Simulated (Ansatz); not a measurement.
Frontier orbitals of `C#CBN`.

```xyz
8

C     0.6333    1.8554   -0.9592
C     0.4980    0.7689   -0.4524
B     0.3630   -0.6129    0.1840
N    -0.8655   -1.0490    0.6601
H     0.7552    2.8143   -1.4072
H     1.3120   -1.3342    0.2795
H    -0.9943   -1.9505    1.0849
H    -1.7018   -0.4920    0.6103
```

Charge 0, multiplicity 1. The structure was optimised at the PBE0-D4/def2-TZVP level. It is one conformer, not always the lowest. Basis def2-TZVPP, Ansatz.

Orbital energies of one run (eV). Highest occupied ones, from the top: -7.63, -7.63, -8.95, -9.84, -12.05, -14.14, -14.35, -15.57, -20.28, -23.97, -183.61, -276.35, -276.80, -389.78. Empty: -0.92, 0.29, 1.27, 1.81, 2.04, 2.09.

Problem. Which functional gave them?
A. LDA (SPW92)
B. r2SCAN
C. B3LYP
D. PBE

Solution. C. HOMO energies: B3LYP -7.63, PBE -6.63, LDA (SPW92) -6.80, r2SCAN -6.87 eV.

B3LYP here is the variant with VWN-RPA as its local correlation; programs differ in this.
